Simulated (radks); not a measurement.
Ge3+, 29 electrons, occupied as [Ar] 3d10 4s1 (the NIST ground configuration).

Calculated with a radial shooting solver on a logarithmic mesh with Libxc functionals: scalar-relativistic Kohn-Sham, PBEsol, spin-polarised, spherical densities, finite nucleus; open shells are filled with parallel spins first; Fermi nuclear charge, rms radius 4.0742 fm.

Energy parts (eV):
part                       energy
total                  -57012.697
kinetic                 58041.327
electron-nucleus      -136474.146
Hartree                 23518.896
exchange-correlation    -2098.774

Orbitals (lengths in bohr, moments of r in powers of bohr):
| orbital | occ. | eigenvalue (eV) | <r^4> |
|---|---|---|---|
| 1s up | 1 | -10986.52 | 0.00002280 |
| 1s down | 1 | -10986.43 | 0.00002280 |
| 2s up | 1 | -1404.648 | 0.004704 |
| 2s down | 1 | -1404.615 | 0.004704 |
| 2p up | 3 | -1232.171 | 0.003447 |
| 2p down | 3 | -1232.128 | 0.003447 |
| 3s up | 1 | -202.1594 | 0.3273 |
| 3s down | 1 | -202.0542 | 0.3254 |
| 3p up | 3 | -149.4724 | 0.4222 |
| 3p down | 3 | -149.3355 | 0.4175 |
| 3d up | 5 | -63.2154 | 1.060 |
| 3d down | 5 | -62.9269 | 1.006 |
| 4s up | 1 | -41.1968 | 22.20 |
| 4s down | 0 | -39.3524 | 22.30 |

The highest occupied level is 4s up at -41.197 eV. For comparison, the ionisation energy in NIST's Atomic Spectra Database is 45.716 eV (measured). In exact Kohn-Sham theory the highest level is minus the ionisation energy, but local and semilocal functionals leave it too shallow, through self-interaction and a potential that decays too fast; potentials with the right tail come closer.
